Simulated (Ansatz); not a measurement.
Stretching the Al1–H3 bond in AlFHI (SMILES [F][AlH][I]) (multiplicity 1 held, fragments rigid). Energies count from the point at 1.559 Å.
Geometry at that point (charge 0, multiplicity 1):
```xyz
4

Al    -0.15958    -0.93431    -1.31852
F     -1.73146    -1.33496    -1.60855
H      0.94832    -1.46087    -2.28100
I      0.31527     0.48343     0.63960
```

Restricted levels (R-, RO-) in cc, def2 and unpolarised 6-31G sets keep to the state of the molecule at rest. Unrestricted levels (U-) break spin symmetry where that is lower. Active spaces are followed from a long bond inwards. Curves can end on different states.

Frozen-core correlation. Filled d and f shells under p-block atoms count as core.

Codes used: Ansatz (Gaussian basis) for Hartree–Fock, density functionals and correlated methods. Each number belongs to the level named beside it. In def2 rows elements past Kr take small-core potentials, without spin–orbit coupling.

Energies in kcal/mol.

```tsv
R (Å)	U-CCSD(T)/def2-SVP	R-CCSDT(Q)/def2-SVP	FIC-NEVPT4(SD) on CASSCF(2,2)/def2-SVP	FIC-MRCISD+Q on CASSCF(2,2)/def2-SVP
1.247	26.6	26.6	26.6	26.5
1.403	5.3	5.3	5.4	5.3
1.559	0.0	0.0	0.0	0.0
1.715	3.4	3.4	3.3	3.5
1.871	11.3	11.3	11.1	11.4
2.105	26.4	26.3	26.0	26.4
2.339	41.7	41.3	41.0	41.5
2.729	62.5	61.4	61.1	61.7
3.118	75.8	73.6	73.3	74.0
3.586	82.3	80.4	80.2	80.9
4.210	83.8	83.1	83.0	83.7
4.989	84.0	83.6	83.7	84.4
```

Doubts at one or more of the structures used: a spin-contaminated determinant (U-CCSD(T)/def2-SVP); T1 above 0.05 (U-CCSD(T)/def2-SVP, R-CCSDT(Q)/def2-SVP); a restricted determinant that unrestricted orbitals would lower (R-CCSDT(Q)/def2-SVP); other coupled-cluster roots lie near (R-CCSDT(Q)/def2-SVP).

Ansatz is a program for electronic structure.
